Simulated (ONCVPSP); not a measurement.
Plane-wave convergence, ONCV potential for Re

rhenium (Re), optimised norm-conserving Vanderbilt (ONCV), made with ONCVPSP 4.0.1 (PBEsol, scalar-relativistic). Core [Kr] 4d10, reference 4f14 5s2 5p6 5d5 6s1.5 (charge +0.5). Waves: 5s+6s: rc 1.45 bohr, ncon 4, nbas 7, qcut 6.4 1/bohr, 2 projectors; 5p: rc 1.95 bohr, ncon 5, nbas 9, qcut 8.6 1/bohr, 2 projectors, debl 3.6 Ha; 5d: rc 2.30 bohr, ncon 3, nbas 8, qcut 6.4 1/bohr, 3 projectors, debl 0.4 Ha; 4f: rc 1.05 bohr, ncon 5, nbas 10, qcut 13.8 1/bohr, 2 projectors, debl 1.3 Ha. Local part: polynomial inside 0.85 bohr (lpopt 5, dvloc0 0 Ha). Core correction: Teter function, fcfact 4.25, rcfact 1.75.

In the f channel the program set the typed energies aside and used -1.694, 0.250 Ha.

Problem. For each optimised wave give the share of its norm inside rc, the residual kinetic energy above qcut (Ha) and the cutoffs (Ha) for errors of 10, 1, 0.1 and 0.01 mHa per electron.

Solution.

```csv
wave,norm inside rc,residual KE,10 mHa,1 mHa,0.1 mHa,0.01 mHa
5s,0.887,1.5e-03,16.3,24.6,56.9,80.7
6s,0.049,6.7e-04,13.7,19.6,37.1,67.8
5p,0.944,1.7e-07,9.6,21.9,27.3,31.3
p projector 2,0.159,4.4e-07,9.4,22.3,28.1,32.4
5d,0.749,3.8e-07,10.6,13.7,16.0,18.2
d projector 2,0.061,7.9e-08,7.8,11.4,14.4,16.7
d projector 3,0.069,2.3e-07,8.9,12.6,15.3,17.6
4f,0.932,1.2e-02,97.7,348.6,396.2,468.7
f projector 2,0.001,6.5e-05,50.8,75.6,92.6,142.0
```

The occupied waves need 349 Ha and 396 Ha for 1 and 0.1 mHa. Rows with under 1 % of the norm inside rc give no meaningful cutoff. Note: ghosts flagged at negative energy: s at -153.6 eV, d at -22.2 eV; GHOST(+) flagged for p at 147.1 eV. A true bound ghost makes a file unfit for plane-wave use.
